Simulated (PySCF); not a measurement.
BiHCl₂, SMILES [Cl][BiH][Cl]. Geometry: PBE0-D3(BJ)/def2-TZVP. The def2 effective core potentials stand for the cores of Bi; spin–orbit coupling is left out.

Computed equilibrium geometry at PBE0-D3(BJ)/def2-TZVP (PySCF confirms it by a frequency run) as a Z-matrix, and its point group:
point group Cs.
```
Bi
H 1 1.7984
Cl 1 2.4353 2 92.82
Cl 1 2.4353 2 92.82 3 99.40
```
